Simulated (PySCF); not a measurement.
Gas-phase reaction: 3 GeI2 + 4 HBr → GeH4 + 2 GeBr2 + 3 I2

Energies from PySCF, thermal terms from the rigid-rotor harmonic-oscillator model, ideal gas at 1 bar. † marks an energy on the PBE0/def2-TZVP geometry and frequencies. All species are closed-shell singlets. B3LYP is the form with VWN-RPA correlation. I: scalar-relativistic def2 core potential, no spin-orbit coupling. Br, Ge: all electrons, no relativistic terms. The harmonic model lacks anharmonicity and excited electronic states, which grow with temperature; levels with a mode under 35 cm⁻¹ are left out. Soft modes under 120 cm⁻¹ make the harmonic entropy rough for GeI2, GeBr2.

```json
[
 {"level": "B3LYP/def2-TZVP†", "ΔE electronic, kJ": "120", "ΔH°(298 K), kJ": "127", "ΔS°(298 K), J/K": "-164", "ΔG°(2500 K), kJ": "533"},
 {"level": "BLYP/def2-TZVP†", "ΔE electronic, kJ": "131", "ΔH°(298 K), kJ": "137", "ΔS°(298 K), J/K": "-164", "ΔG°(2500 K), kJ": "543"},
 {"level": "HF/def2-TZVP†", "ΔE electronic, kJ": "104", "ΔH°(298 K), kJ": "111", "ΔS°(298 K), J/K": "-164", "ΔG°(2500 K), kJ": "516"},
 {"level": "PBE0/def2-QZVP†", "ΔE electronic, kJ": "116", "ΔH°(298 K), kJ": "123", "ΔS°(298 K), J/K": "-164", "ΔG°(2500 K), kJ": "528"},
 {"level": "LDA/def2-TZVP†", "ΔE electronic, kJ": "116", "ΔH°(298 K), kJ": "123", "ΔS°(298 K), J/K": "-164", "ΔG°(2500 K), kJ": "528"},
 {"level": "ωB97M-V/def2-TZVP†", "ΔE electronic, kJ": "105", "ΔH°(298 K), kJ": "112", "ΔS°(298 K), J/K": "-164", "ΔG°(2500 K), kJ": "518"}
]
```
ΔH° is lowest at HF/def2-TZVP† and highest at BLYP/def2-TZVP†. No reference value is set beside these.
